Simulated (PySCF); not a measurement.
## Where the electron goes

Species: C₄H₁₂NPSi.
Z-matrix (Å and degrees, GFN2-xTB geometry), rows numbered from 1:
```
C 
N   1  1.4432
Si  2  1.7168  1  123.96
P   3  2.2383  2  106.50  1    22.81
C   2  1.4274  1  117.16  3  -163.38
C   5  1.5043  2  122.38  1    63.08
C   5  1.4952  2  124.05  1   -10.52
H   1  1.0930  2  110.30  3  -133.55
H   1  1.0947  2  112.28  3   104.81
H   1  1.0904  2  108.91  3   -15.08
H   3  1.4773  2  113.95  1  -101.24
H   3  1.4695  2  107.92  1   139.19
H   4  1.3795  3   93.65  2   172.69
H   4  1.3828  3   95.70  2   -94.70
H   5  1.0832  2  110.23  1  -155.58
H   6  1.0786  5  118.68  7  -108.77
H   6  1.0791  5  117.90  7   107.26
H   7  1.0798  5  117.66  6   108.69
H   7  1.0777  5  119.58  6  -106.94
```

Theory: TDDFT CAM-B3LYP/def2-SVPD, vertical, gas phase, core orbitals frozen in the response (PySCF).

Kohn–Sham orbitals with the atoms that hold most of them (Löwdin shares over 4%, at most four atoms; ? is withheld):

```tsv
orbital	ε (eV)	atoms
HOMO-3	-10.47	Si3 18%, C5 17%, H12 16%, C6 10%
HOMO-2	-9.89	C7 31%, C6 19%, C5 14%, P4 8%
HOMO-1	-8.65	?
HOMO	-7.40	N2 47%, C6 11%, C5 9%, C1 8%
LUMO	?	?
LUMO+1	1.35	P4 23%, Si3 22%, H11 9%, H12 9%
LUMO+2	1.61	P4 27%, Si3 12%, H14 10%, C7 7%
```

Q: Which atoms hold the HOMO-1, and with what shares?

A: P4 (bonded to Si and 2 H) 63%; Si3 (bonded to N, P and 2 H) 14%; H13 (bonded to P) 6%; H14 (bonded to P) 6%. By element: phosphorus 63%, silicon 14%, hydrogen 13% or more.

Q: Which atoms hold the LUMO, and with what shares?

A: Si3 (bonded to N, P and 2 H) 28%; P4 (bonded to Si and 2 H) 15%; H14 (bonded to P) 8%; C1 (bonded to N and 3 H) 8%.

Q: What is the LUMO energy, and the HOMO–LUMO gap?

A: ε(LUMO) = 1.10 eV; the gap is 8.50 eV (0.3123 hartree).

Q: How does S1 compare with the orbital gap of 8.50 eV?

A: S1 is at 5.69 eV (f = 0.0066), 2.81 eV below the gap, made of HOMO→LUMO (59%), HOMO→LUMO+1 (24%), HOMO→LUMO+4 (8%). 

Next come S2 at 5.78 eV (f 0.0017), HOMO→LUMO+1 (66%), HOMO→LUMO (24%); S3 at 6.31 eV (f 0.029), HOMO→LUMO+2 (85%); S4 at 6.42 eV (f 0.011), HOMO→LUMO+4 (70%); S5 at 6.55 eV (f 0.023), HOMO-1→LUMO+2 (43%), HOMO-1→LUMO+1 (21%), HOMO-1→LUMO+3 (10%).

Löwdin shares depend on the basis, the more so with diffuse functions.

One conformer stands for the species.
